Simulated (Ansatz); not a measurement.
The same path of a periodic cell of 19 atoms, PdC$_{18}$ (surface graphene monolayer, adsorbate Pd) was run twice with different band settings. Lost on the way: C4–Pd19, C11–Pd19. Made: C10–Pd19, C17–Pd19.

Level of theory: DFT LDA, scalar-relativistic, plane waves, PAW (Ansatz). Settings: cutoff 420 eV, k mesh 2x2x1, fermi-dirac smearing 0.05 eV, no spin polarisation.

Relaxed end points:

```xyz
19
Lattice="7.3980 0.0000 0.0000 -3.6990 6.4069 0.0000 0.0000 0.0000 11.0000" Properties=species:S:1:pos:R:3
C -0.056 0.000 0.975
C 1.178 0.716 0.980
C -1.301 2.126 1.005
C -0.056 2.839 1.075
C -2.526 4.271 0.959
C -1.301 4.998 1.005
C 2.409 0.001 0.980
C 3.643 0.716 0.975
C 1.189 2.126 1.005
C 2.414 2.852 0.959
C -0.056 4.285 1.075
C 1.189 4.997 1.005
C 4.877 0.001 0.980
C 6.108 0.716 0.980
C 3.643 2.135 0.954
C 4.872 2.852 0.959
C 2.414 4.271 0.959
C 3.643 4.989 0.954
Pd -0.057 3.562 3.036
```

```xyz
19
Lattice="7.3980 0.0000 0.0000 -3.6990 6.4069 0.0000 0.0000 0.0000 11.0000" Properties=species:S:1:pos:R:3
C -0.055 0.001 0.980
C 1.176 0.716 0.980
C -1.289 2.135 0.954
C -0.060 2.852 0.959
C -2.518 4.271 0.959
C -1.289 4.989 0.954
C 2.410 0.000 0.975
C 3.644 0.716 0.980
C 1.165 2.126 1.005
C 2.410 2.839 1.075
C -0.060 4.271 0.959
C 1.165 4.998 1.005
C 4.875 0.001 0.980
C 6.109 0.716 0.975
C 3.655 2.126 1.005
C 4.880 2.852 0.959
C 2.410 4.285 1.075
C 3.655 4.997 1.005
Pd 2.409 3.562 3.036
```

Common settings: spring 5.0 eV/Å²; force threshold 0.05 eV/Å; end points relaxed.

| run | movable images | climbing image | optimiser | start path | iteration limit |
| --- | --- | --- | --- | --- | --- |
| 1 | 5 | yes | lbfgs | straight line | 59 |
| 2 | 6 | from the first iteration | quadratic models (default) | default | 37 |

Problem. What does each run give, and how far can it be trusted?

Solution. Run 1: converged after 34 iterations, highest image 0.044 eV above the first end. The profile has 3 maxima (images 1, 3, 5) with wells between them (images 2, 4): this band takes more than one step, which may be the mechanism or a detour left from its start path. By the program's own check the climbing image is of a kind that is not told: the force calls were inconclusive, a negative curvature could not be distinguished from the path's own, the only one lies far off the path, or fixed occupations may fill a level only in part (lowest curvatures found: -0.45 and 0.48 eV/Å²).
Run 2: converged after 5 iterations, highest image 0.097 eV above the first end. The order of the stationary point at the top wasn't checked.
Limits of this set-up: coarse k mesh, slab without dipole correction.
